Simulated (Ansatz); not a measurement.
`N=C([SiH3])I`, relaxed with RKS PBE0-D4/def2-TZVP in the Gaussian-basis code of Ansatz from a PBE-D4/def2-SVP geometry. The force threshold is 0.005 eV/Å; the program also tests the step.

The species carries charge 0 and has multiplicity 1. I takes the def2 core potential.

Start:

```xyz
8

N    -0.024   -1.909   -0.247
C     0.191   -0.697   -0.516
Si   -0.143    0.919    0.447
I     1.137   -0.230   -2.450
H    -0.471   -2.025    0.682
H    -1.062    1.786   -0.362
H     1.162    1.617    0.692
H    -0.791    0.539    1.754
```

```tsv
step	energy (eV)	largest force (eV/Å)	largest move (Å)
1	-18565.2940	0.821	0.000
2	-18565.3314	0.272	0.061
3	-18565.3359	0.041	0.018
4	-18565.3362	0.018	0.008
5	-18565.3363	0.031	0.011
6	-18565.3363	0.021	0.005
7	-18565.3364	0.002	0.002
```

End:

```xyz
8

N    -0.024   -1.875   -0.244
C     0.198   -0.679   -0.526
Si   -0.143    0.908    0.445
I     1.123   -0.253   -2.418
H    -0.465   -1.971    0.674
H    -1.054    1.763   -0.350
H     1.145    1.598    0.689
H    -0.780    0.509    1.730
```

It took 24 s on 4 threads of an Arm Neoverse V2 on a shared host, with 0.42 GiB of host memory at the peak.
